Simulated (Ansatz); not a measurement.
`[SH][SbH2]` + H₂Te → `[SbH2][TeH]` + H₂S  (ligand exchange at the Sb–S bond)

Computed with Ansatz on PBE0-D4/def2-TZVP structures; ΔE is electronic, products minus reactants. CBS: MP2 limit from def2 TZ/QZ plus the TZ coupled-cluster correction, frozen cores. This one scheme is used for every species. DFT in def2-TZVPP. B3LYP here is the variant with VWN-RPA as its local correlation; programs differ in this. HSE06 is defined as in plane-wave codes. def2 core potentials past Kr. For Sb, Te outer-core shells are correlated without core-valence functions, which leaves a few kJ/mol of doubt a bond.

| level | ΔE (kcal/mol) | difference from CCSD(T)/CBS |
| --- | --- | --- |
| PBE-D4 | -8.3 | 0.9 |
| BLYP-D4 | -8.1 | 1.1 |
| B3LYP-D4 | -8.6 | 0.6 |
| r2SCAN0-D4 | -8.9 | 0.3 |
| HSE06-D4 | -8.9 | 0.3 |
| ωB97X-V | -7.9 | 1.3 |
| PBE | -8.1 | 1.1 |
| BLYP | -7.7 | 1.5 |
| B3LYP | -8.2 | 1.0 |
| MP2/def2-SVP | -11.1 | -1.9 |
| CCSD/def2-SVP | -10.4 | -1.2 |
| CCSD(T)/def2-TZVPP | -8.0 | 1.2 |
| MP2/def2-QZVPP | -9.9 | -0.7 |
| HF/CBS(def2) | -8.7 | 0.5 |
| MP2/CBS(def2) | -10.4 | -1.2 |
| CCSD/CBS(def2) | -9.3 | -0.1 |
| CCSD(T)/CBS | -9.2 | 0 |

Largest T1 diagnostic among the species: 0.013.

From BLYP to BHLYP (50 % exact exchange), in def2-TZVPP and without D4, ΔE moves by −0.8 kcal/mol. Leaving LDA and LC-ωPBE aside and taking each functional with its dispersion term where it has one, the values, not all of them listed here, spread over 3.9 kcal/mol, from BHLYP-D4 to B97M-V.
